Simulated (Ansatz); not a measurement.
Geometry optimisation, RKS LDA/def2-SVP (Ansatz).

Input:

```yaml
crystal:
  periodic: [false, false, false]
  atoms:
    - { symbol: Ge, position_ang: [-1.4629, 0.1918, 1.3696] }
    - { symbol: Si, position_ang: [0.2497, -1.066, 0.6141] }
    - { symbol: C, position_ang: [1.2455, -0.106, -0.6344] }
    - { symbol: As, position_ang: [0.2952, 0.2446, -2.2507] }
    - { symbol: H, position_ang: [-2.4431, 0.5597, 0.1479] }
    - { symbol: H, position_ang: [-2.306, -0.5253, 2.4363] }
    - { symbol: H, position_ang: [-0.9317, 1.5544, 1.9666] }
    - { symbol: H, position_ang: [-0.2251, -2.2706, -0.0201] }
    - { symbol: H, position_ang: [1.1017, -1.4072, 1.8052] }
    - { symbol: H, position_ang: [2.1766, -0.703, -0.8639] }
    - { symbol: H, position_ang: [1.5883, 0.8555, -0.1501] }
    - { symbol: H, position_ang: [1.3354, 1.1949, -2.8116] }
    - { symbol: H, position_ang: [-0.6032, 1.4425, -1.5942] }
basis:
  gaussian: { orbitals: def2-SVP }
hamiltonian:
  xc: lda
relax:
  f_tol: 0.015
  max_steps: 40
```

Launched with:

```bash
$ ansatz run input.yaml --threads 2 --pin off --max-ram 3072MiB --backend cpu --events-out ev --progress --plain --runs-dir out
```

Question: Where does it end, and by what steps?

Answer: The run converged. The force dipped under the threshold on the way, but the program's further checks kept it going. After 14 steps the energy has fallen by 0.296 eV; H12 moved furthest, 0.44 Å.

| step | energy less start (eV) | largest force component (eV/Å) | accepted |
| --- | --- | --- | --- |
| 0 | 0.0000 | 1.478 | yes |
| 1 | -0.2627 | 0.539 | yes |
| 2 | -0.2856 | 0.190 | yes |
| 3 | -0.2888 | 0.045 | yes |
| 4 | -0.2914 | 0.050 | yes |
| 5 | -0.2932 | 0.046 | yes |
| 6 | -0.2937 | 0.148 | yes |
| 7 | -0.2944 | 0.072 | yes |
| 8 | -0.2949 | 0.008 | yes |
| 9 | -0.2955 | 0.030 | yes |
| 10 | -0.2956 | 0.063 | yes |
| 11 | -0.2959 | 0.029 | yes |
| 12 | -0.2960 | 0.008 | yes |
| 13 | -0.2960 | 0.008 | yes |
| 14 | -0.2961 | 0.008 | yes |

```xyz
13
Properties=species:S:1:pos:R:3
Ge -1.517 0.267 1.307
Si 0.275 -1.096 0.592
C 1.359 -0.149 -0.614
As 0.378 0.311 -2.265
H -2.605 0.410 0.218
H -2.189 -0.309 2.574
H -1.000 1.686 1.646
H -0.278 -2.335 -0.071
H 1.079 -1.529 1.794
H 2.222 -0.786 -0.909
H 1.757 0.759 -0.114
H 1.212 1.560 -2.599
H -0.673 1.177 -1.545
```

Whether the end is a true minimum wasn't checked by a vibrational analysis.

Run time: 40 s on 2 threads of Arm Neoverse V1 (shared host), peak memory 0.2 GiB.
